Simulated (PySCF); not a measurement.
3,4-dichlorobuta-1,2-diene (C₄H₄Cl₂), SMILES C=C=C(Cl)CCl.

The structure is a stationary point at B3LYP-D3(BJ)/def2-SVP. Other conformers were not sampled.

Two levels are set side by side: TDA-PBE/def2-SVPD (PySCF) and TDA-CAM-B3LYP/def2-SVPD (PySCF). Vertical, same geometry. The lowest singlet is HOMO→LUMO 96 % with PBE and HOMO→LUMO 89 % with the other functional; states are paired by order. Differences are taken from unrounded values.

```tsv
quantity	TDA-CAM-B3LYP	TDA-PBE	TDA-PBE minus TDA-CAM-B3LYP
lowest singlet excitation (eV)	4.94	4.46	-0.48
lowest triplet excitation (TDA) (eV)	4.17	3.96	-0.20
first bright state (f over 0.05) (eV)	6.66	5.74	-0.92
its oscillator strength	0.19	0.08	-0.11
```

A lower first singlet is the usual sign of a functional without exact exchange. Differences between two approximate levels are no errors against the true value.

Rough cost on one machine, each run with all the roots and properties that it gave: TDA-CAM-B3LYP against TDA-PBE about 5 times.
